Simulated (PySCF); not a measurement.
Basis and Hamiltonian dependence of the ionisation energy of Zr²⁺

Zr²⁺ [Kr] 4d2 (3F) → Zr³⁺ [Kr] 4d1 (2D). Calculated with PySCF 2.14 from differences of total energies of unrestricted determinants, without spin-orbit coupling. Values in eV.

```csv
basis,Hamiltonian,functions,UHF,r2SCAN,PBE0,MP2 (valence),CCSD(T) (valence),CCSD(T) (valence and next inner shell)
cc-pVDZ-PP with ECP28MDF,ECP,38,22.369,23.263,n/a,22.428,n/a,n/a
aug-cc-pVDZ-PP with ECP28MDF,ECP,54,22.369,23.263,23.319,22.428,22.450,n/a
def2-TZVPPD with the def2 core potential (28 electrons),ECP,56,22.405,23.274,23.310,22.493,22.523,22.831
cc-pVTZ-PP with ECP28MDF,ECP,63,22.402,23.282,23.320,22.498,n/a,n/a
x2c-TZVPall,spin-free X2C,63,22.373,n/a,n/a,22.450,n/a,n/a
ANO-RCC-VTZP,spin-free X2C,68,22.395,23.401,23.396,22.496,22.528,22.964
def2-QZVPPD with the def2 core potential (28 electrons),ECP,81,22.411,23.274,23.313,22.513,22.546,22.924
"x2c-TZVPPall with one added diffuse shell each of s, p, d, f type",spin-free X2C,95,22.392,23.423,23.408,22.488,22.519,22.880
aug-cc-pVTZ-DK,spin-free X2C,102,22.373,23.397,23.383,22.471,22.503,n/a
x2c-QZVPPall,spin-free X2C,111,22.377,23.399,23.383,22.483,22.517,n/a
"aug-cc-pVTZ-PP with one added diffuse shell each of s, p, d, f, g type with ECP28MDF",ECP,113,22.402,23.282,23.320,22.498,n/a,n/a
aug-cc-pwCVTZ-PP with ECP28MDF,ECP,122,22.410,23.278,23.316,22.518,n/a,n/a
dyall-v2z,spin-free X2C,127,22.342,23.369,23.368,22.426,n/a,n/a
dyall-av2z,non-relativistic,136,22.698,23.711,23.707,22.780,n/a,n/a
```

Frozen in the all-electron rows: valence: [Kr]; valence and next inner shell: [Ar] 3d10; with a core potential, the same shells as far as they lie outside it.

Non-relativistic rows lack the scalar-relativistic shift.

Between the lowest levels the reference is 23.170 eV (semi-empirical (NIST evaluation); NIST Atomic Spectra Database, ionization energies); it includes spin-orbit coupling, which these numbers lack.
